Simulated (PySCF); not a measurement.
FH₂NTe. Atoms are numbered in the order given.

```xyz
5

Te     0.3314     0.0505     0.0000
F     -1.0875     1.3710     0.0000
N     -0.7123    -1.6142     0.0000
H     -1.2285    -1.8317     0.8404
H     -1.2285    -1.8317    -0.8404
```

Geometry: r2SCAN-D4/def2-TZVP. The def2 effective core potentials stand for the cores of Te; spin–orbit coupling is left out. One conformer was computed; it need not be the lowest.

These are TDA-B3LYP/def2-SVPD (PySCF) values and carry that method's errors.

Vertical excitations.  State labels are in the subgroup Cs.

Task: List the lowest excited states. (The exact figures need the calculation; the answer reports its results.)

Result: 
| state | symmetry | energy (eV) | λ (nm) | f | main pairs |
|---|---|---|---|---|---|
| S1 | A" | 3.03 | 409 | 0.000 | HOMO→LUMO 99 % |
| S2 | A" | 4.06 | 306 | 0.006 | HOMO→LUMO+1 98 % |
| S3 | A" | 5.43 | 228 | 0.106 | HOMO→LUMO+2 99 % |
| S4 | A' | 5.77 | 215 | 0.023 | HOMO−1→LUMO 77 %, HOMO−1→LUMO+1 17 % |
| S5 | A' | 6.11 | 203 | 0.027 | HOMO→LUMO+3 84 %, HOMO−1→LUMO+1 14 % |
| S6 | A' | 6.27 | 198 | 0.028 | HOMO−1→LUMO+1 64 %, HOMO→LUMO+3 15 %, HOMO−1→LUMO 12 % |
| S7 | A" | 6.38 | 194 | 0.049 | HOMO→LUMO+4 96 % |
| S8 | A" | 6.57 | 189 | 0.015 | HOMO→LUMO+5 99 % |
| S9 | A' | 7.03 | 176 | 0.028 | HOMO−2→LUMO 71 % |
| S10 | A" | 7.60 | 163 | 0.002 | HOMO−3→LUMO 94 % |
| T1 | A" | 2.26 | 548 | 0 | HOMO→LUMO 99 % |
| T2 | A" | 3.29 | 377 | 0 | HOMO→LUMO+1 96 % |
| T3 | A' | 4.83 | 257 | 0 | HOMO−1→LUMO 97 % |
| T4 | A" | 5.26 | 236 | 0 | HOMO→LUMO+2 99 % |
Triplets are in the Tamm–Dancoff approximation.
